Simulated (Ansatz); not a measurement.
Program: Ansatz. Geometries: PBE0-D4/def2-TZVP. ΔE: electronic, gas phase. CBS: MP2 limit from def2 TZ/QZ plus the TZ coupled-cluster correction, frozen cores. This one scheme is used for every species. DFT in def2-TZVPP. HSE06 is defined as in plane-wave codes. Each species was taken in one conformer, which may not be the lowest.

`F[SiH2]C(F)Cl` + `[SiH3]S` → `F[SiH2]S[SiH3]` + `FCCl`  (ligand exchange at the Si–C bond)

(1) Is it downhill or uphill in electronic energy at CCSD(T)/CBS, and by how much? (An estimate is asked.)

(2) What do these levels give: BHLYP-D4, r2SCAN, r2SCAN0, HSE06, HF/def2-TZVPP, CCSD/def2-TZVPP? (Best estimate.)

(3) What do rigid-rotor, harmonic-oscillator terms from PBE0-D4/def2-TZVP frequencies (298.15 K, 1 bar) make of the CCSD(T)/CBS value? (Estimate.)

Largest T1 diagnostic among the species: 0.012.

Answers

(1) The calculation gave: Downhill: ΔE = -22.2 kcal/mol.

(2) Computed: BHLYP-D4 -22.7, r2SCAN -22.3, r2SCAN0 -23.0, HSE06 -22.6, HF/def2-TZVPP -22.5, CCSD/def2-TZVPP -21.6 kcal/mol.

(3) The calculation gave: ΔZPE = +2.5 kcal/mol, ΔH = -19.8 kcal/mol, ΔS = 7 J/(mol·K), ΔG = -20.3 kcal/mol. Modes under 50 cm⁻¹ make the entropy rough.

From PBE to PBE0 (25 % exact exchange), in def2-TZVPP and without D4, ΔE moves by −0.9 kcal/mol. At CCSD(T), def2-SVP lies +1.9 kcal/mol from the extrapolated value and def2-TZVPP +0.5 kcal/mol. Leaving LDA and LC-ωPBE aside and taking each functional with its dispersion term where it has one, the values, not all of them listed here, spread over 2.6 kcal/mol, from PBE-QIDH to BLYP-D4.
